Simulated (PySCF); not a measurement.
C6H12N (doublet state).
Bonds: C1–C2, C2–C3, C3–C4, C4–N5, N5–C6, C6–C7, C1–C7. Hydrogens: H8, H9 on C1; H10, H11 on C2; H12, H13 on C3; H14, H15 on C4; H16, H17 on C6; H18, H19 on C7.

As a line formula: `C1CCC[N]CC1` [radical].

Theory: PySCF 2.14.0, UKS B3LYP, pcH-1 on C H N, non-relativistic, mean-field spin-orbit, GIAO. Isolated species at its GFN2-xTB geometry (one conformer only). GFN2-xTB frequencies show an imaginary mode (38i cm⁻¹), so this geometry is no minimum at that level. Couplings are sensitive to structure, and on GFN2-xTB geometries they can be far from those on DFT ones. No stability test was run, so a lower SCF solution isn't excluded.

Principal values of hyperfine tensors in MHz (contact and dipolar terms together), for some of the nuclei:

| atom | isotope | A1 | A2 | A3 |
| --- | --- | --- | --- | --- |
| H17 | 1H | 179.14 | 182.35 | 196.40 |
| H15 | 1H | 168.74 | 171.37 | 185.60 |
| H16 | 1H | 44.54 | 45.52 | 61.78 |
| N5 | 14N | -8.04 | -7.47 | 117.70 |
| C6 | 13C | -37.43 | -33.56 | -29.25 |
| C4 | 13C | -36.81 | -33.93 | -28.71 |
| C3 | 13C | 28.41 | 28.75 | 40.98 |
| C7 | 13C | 10.04 | 10.36 | 17.43 |

Question: Give the isotropic coupling of each nucleus in MHz and in mT (g = 2.0046), and the anisotropic part.

Answer: a_iso is a third of the trace, T = A − a_iso, and a(mT) = a(MHz)/(g × 13.996).

| atom | a_iso (MHz) | a_iso (mT) | T1 | T2 | T3 |
| --- | --- | --- | --- | --- | --- |
| H17 | 185.96 | 6.628 | -6.82 | -3.61 | 10.44 |
| H15 | 175.24 | 6.246 | -6.50 | -3.87 | 10.37 |
| H16 | 50.61 | 1.804 | -6.07 | -5.10 | 11.17 |
| N5 | 34.07 | 1.214 | -42.10 | -41.54 | 83.64 |
| C6 | -33.41 | -1.191 | -4.01 | -0.15 | 4.16 |
| C4 | -33.15 | -1.181 | -3.66 | -0.78 | 4.43 |
| C3 | 32.71 | 1.166 | -4.30 | -3.96 | 8.26 |
| C7 | 12.61 | 0.450 | -2.57 | -2.25 | 4.82 |

Question: What spin density at the nucleus of C4 lies behind its contact coupling (g_N = 1.40482)?

Answer: a_FC = (2μ0/3) gₑ μB g_N μN ρ(0)/(2S·h) = 800.24 MHz × g_N × ρ(0)/(2S), with ρ in bohr⁻³. With a_FC = -33.15 MHz and 2S = 1, ρ(0) = -0.02949 bohr⁻³.

Question: H14 (1H, g_N = 5.58569) isn't in the table. Its spin density at the nucleus is 0.003989 bohr⁻³. What is its contact coupling?

Answer: By the same relation, a_FC = 17.83 MHz. Its full tensor has the principal values 11.90, 12.47, 29.12 MHz.

Question: Which nucleus of the table has the largest anisotropic coupling, and what is its form?

Answer: N5: -42.1, -41.5, 83.6 MHz, axial, in the ratio −1:−1:+2, the form that spin in one p orbital centred on that nucleus gives.

Question: In a single crystal, with the field along each principal axis of the tensor of H15 in turn, what first-order splitting does this nucleus give (isotropic g, quadrupole terms neglected)?

Answer: 2 lines (I = 1/2), spaced by |A_i|/(g × 13.996): 6.01, 6.11, 6.62 mT along the axes of A1, A2 and A3.

Time: 85 s of wall time (with the writing of density and orbital grids); peak memory 0.97 GiB. Hardware: one thread, Intel Xeon Platinum 8259CL at 2.50 GHz (x86_64), shared host with 96 logical CPUs at a one-minute load of 41.
